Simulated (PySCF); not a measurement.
Run record: excited-state job, `C[Se@@](=O)CC(F)F`.

Method: TDDFT wB97X-D/def2-SVPD, vertical, gas phase, core orbitals frozen in the response (PySCF 2.14.0, density-fitted response routines). Geometry: GFN2-xTB. A driver script takes a list of jobs; this job's settings line and coordinates (Å) are shown.

Input:
```
{"job": {"kind": "uv", "xc": "wB97X-D", "basis": "def2-SVPD", "nstates": 8, "ntriplets": 3}, "charge": 0, "multiplicity": 1}
C      2.210903     0.174824     0.019370
Se     0.586552    -0.903686    -0.246935
O      0.557156    -1.860960     1.029138
C     -0.663428     0.555787     0.278798
C     -1.960391    -0.183427     0.503022
F     -3.004110     0.657515     0.683130
F     -2.237224    -0.909643    -0.613890
H      2.195090     1.049514    -0.621230
H      2.253250     0.447506     1.071157
H      3.063425    -0.454706    -0.225417
H     -0.316883     1.031927     1.196443
H     -0.769913     1.275745    -0.530862
H     -1.918814    -0.879910     1.353341
```

Output:
```
coarse grid: 53488 points
cycle   1  E = -2793.4403483259  dE =  2.411e-01  |g| = 1.148e+00  |ddm| = 4.477e+00
cycle   2  E = -2792.9288246653  dE =  5.115e-01  |g| = 1.995e+00  |ddm| = 2.890e+00
cycle   3  E = -2793.6979895587  dE = -7.692e-01  |g| = 2.467e-01  |ddm| = 1.878e+00
cycle   4  E = -2793.7083081988  dE = -1.032e-02  |g| = 9.741e-02  |ddm| = 3.088e-01
cycle   5  E = -2793.7100107794  dE = -1.703e-03  |g| = 1.623e-02  |ddm| = 9.693e-02
cycle   6  E = -2793.7100695173  dE = -5.874e-05  |g| = 5.145e-03  |ddm| = 2.785e-02
cycle   7  E = -2793.7100775853  dE = -8.068e-06  |g| = 1.315e-03  |ddm| = 1.004e-02
final grid: 113352 points
cycle   8  E = -2793.7093230642  dE = -2.569e-06  |g| = 9.929e-04  |ddm| = 1.304e-02
cycle   9  E = -2793.7093231952  dE = -1.310e-07  |g| = 9.950e-04  |ddm| = 2.979e-03
cycle  10  E = -2793.7093233780  dE = -1.828e-07  |g| = 2.206e-04  |ddm| = 1.079e-03
cycle  11  E = -2793.7093233923  dE = -1.439e-08  |g| = 1.340e-04  |ddm| = 5.120e-04
cycle  12  E = -2793.7093233987  dE = -6.352e-09  |g| = 2.312e-05  |ddm| = 3.381e-04
cycle  13  E = -2793.7093233991  dE = -4.138e-10  |g| = 7.735e-06  |ddm| = 1.008e-04
converged SCF energy = -2793.7093233991

Static polarisability (au): isotropic 70.371, principal 59.225 69.385 82.504

Singlet excitations
state   eV       nm        f      main configurations
  1   5.5483    223.5   0.03281   H->L 0.62, H->L+1 0.23
  2   5.8285    212.7   0.04230   H->L+1 0.44, H->L 0.22, H->L+3 0.15
  3   6.3576    195.0   0.00308   H-1->L+1 0.53, H-1->L 0.25, H-1->L+3 0.10
  4   6.6803    185.6   0.02846   H->L+2 0.38, H-1->L 0.17, H->L+6 0.14
  5   6.8731    180.4   0.02628   H-1->L 0.30, H->L+3 0.24, H->L+2 0.12
  6   7.3188    169.4   0.09181   H->L+3 0.46, H->L+2 0.27, H-1->L 0.09
  7   7.5847    163.5   0.01830   H->L+4 0.61, H->L+6 0.10
  8   7.7486    160.0   0.07235   H-1->L+2 0.47, H-1->L+6 0.20, H-1->L+3 0.10

Triplet excitations (Tamm-Dancoff, eV): 4.8617 5.1286 5.7695
```

The SCF starts on a coarse grid where the log names one; the energy can jump when the final grid takes over, and dE then counts from the start density on the new grid. H and L stand for HOMO and LUMO; the number after each pair is its weight.

Task: Which computed singlet has the largest oscillator strength, and what do all of them sum to?

Result: State 6 at 7.32 eV (169 nm), f = 0.092; the 8 states sum to 0.315.

Task: How does the lowest singlet excitation compare with the HOMO–LUMO gap?

Result: HOMO -9.01 eV and LUMO 1.31 eV give a gap of 10.32 eV; S1 at 5.55 eV lies 4.77 eV below it.

Main results: HOMO -9.01 eV, LUMO 1.31 eV; lowest singlet 5.55 eV; lowest triplet 4.86 eV (Tamm–Dancoff); mean polarisability 70.4 au.

 The wB97X-D/def2-SVPD calculation is non-relativistic and has no spin–orbit coupling, an omission that weighs most on selenium.

The run took 74 s wall on x86-64 server, one thread, shared host.

One conformer stands for the species.
Labels such as C1 count atoms from 1, the log's own numbers from 0.

The pairwise dispersion term of wB97X-D wasn't added to the energies; at a given geometry it leaves orbitals and properties as they are.
